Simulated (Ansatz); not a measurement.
A set of 12 reactions (hydrolysis), with CCSD(T)/CBS values in kJ/mol:

```json
{"reaction": "`B[AsH]C[SiH3]` + H₂O → `B[AsH]CO` + SiH₄", "ΔE": "108.4"}
{"reaction": "`C=C[SiH2]B(O)Cl` + H₂O → `OB(O)Cl` + `C=C[SiH3]`", "ΔE": "-142.4"}
{"reaction": "`[NH2][Ta]([OH])(=[S])[Cl]` + H₂O → `[NH2][Ta]([OH])([OH])=[S]` + HCl", "ΔE": "32.2"}
{"reaction": "`COC(=N)[SiH2]F` + H₂O → `COC(=N)O` + `F[SiH3]`", "ΔE": "27.9"}
{"reaction": "`NB([SeH])CO` + H₂O → `NB(O)[SeH]` + CH₃OH", "ΔE": "-91.7"}
{"reaction": "`[F][Ge][Br]` + H₂O → `[OH][Ge][Br]` + H–F", "ΔE": "16.1"}
{"reaction": "`[NH2][Mg][F]` + H₂O → `[OH][Mg][F]` + NH₃", "ΔE": "-61.1"}
{"reaction": "`CC1(I)CC1` + H₂O → `CC1(O)CC1` + HI", "ΔE": "40.5"}
{"reaction": "`[NH2][AlH][NH2]` + H₂O → `[NH2][AlH][OH]` + NH₃", "ΔE": "-48.3"}
{"reaction": "`CBOCC` + H₂O → `CBOCO` + CH₄", "ΔE": "21.4"}
{"reaction": "`[F][Ti]([F])([F])[SH]` + H₂O → `[OH][Ti]([F])([F])[SH]` + H–F", "ΔE": "30.8"}
{"reaction": "`O[SiH2][SiH2][SeH]` + H₂O → `O[SiH2][SiH2]O` + H₂Se", "ΔE": "-6.7"}
```

Isolated molecules relaxed with PBE0-D4/def2-TZVP in Ansatz; ΔE leaves out vibrations. CCSD(T)/CBS adds triple-zeta CCSD(T) − MP2 to the extrapolated MP2 energy (def2 sets, frozen cores). Small cases extrapolate CCSD(T) itself. Functionals use def2-TZVPP. B3LYP here is the variant with VWN-RPA as its local correlation; programs differ in this. Elements past krypton have def2 core potentials. For As, Br, Ge, I, Mg, Se, Ta, Ti outer-core shells are correlated without core-valence functions, which leaves a few kJ/mol of doubt a bond. Scalar relativity is left out up to krypton. One conformer a species, not always the lowest.

Question: Give the mean, mean absolute and largest difference (level minus CCSD(T)/CBS, kJ/mol) for: r2SCAN-D4, PBE0-D4, B3LYP-D4, ωB97X-V, ωB97M-V, PBE, r2SCAN, PBE0, B3LYP, MP2/def2-TZVPP, CCSD(T)/def2-TZVPP, MP2/def2-QZVPP, SCS-MP2/def2-QZVPP, CCSD/CBS(def2). (Estimate.)

Answer: The calculation gave: 
```json
{"level": "r2SCAN-D4", "mean": "-5.1", "mean absolute": "7.8", "largest": "-17.0"}
{"level": "PBE0-D4", "mean": "-2.1", "mean absolute": "5.3", "largest": "-14.6"}
{"level": "B3LYP-D4", "mean": "-5.3", "mean absolute": "7.4", "largest": "-14.7"}
{"level": "ωB97X-V", "mean": "-7.0", "mean absolute": "9.5", "largest": "-20.7"}
{"level": "ωB97M-V", "mean": "-5.5", "mean absolute": "7.6", "largest": "-17.6"}
{"level": "PBE", "mean": "-3.2", "mean absolute": "7.7", "largest": "-18.2"}
{"level": "r2SCAN", "mean": "-5.8", "mean absolute": "8.7", "largest": "-18.1"}
{"level": "PBE0", "mean": "-4.5", "mean absolute": "7.1", "largest": "-19.5"}
{"level": "B3LYP", "mean": "-9.7", "mean absolute": "12.8", "largest": "-24.2"}
{"level": "MP2/def2-TZVPP", "mean": "-0.8", "mean absolute": "3.7", "largest": "7.6"}
{"level": "CCSD(T)/def2-TZVPP", "mean": "-3.9", "mean absolute": "4.6", "largest": "-8.8"}
{"level": "MP2/def2-QZVPP", "mean": "1.7", "mean absolute": "3.8", "largest": "13.0"}
{"level": "SCS-MP2/def2-QZVPP", "mean": "-2.1", "mean absolute": "3.6", "largest": "-8.7"}
{"level": "CCSD/CBS(def2)", "mean": "-2.1", "mean absolute": "2.4", "largest": "-4.7"}
```

The largest T1 diagnostic in the set is 0.025, for `[F][Ti]([F])([F])[SH]` (customary mark 0.02).

CCSD(T)/CBS is a level of theory with its own doubt, and the functionals carry their triple-zeta basis error, so these figures describe this set and don't rank the functionals.
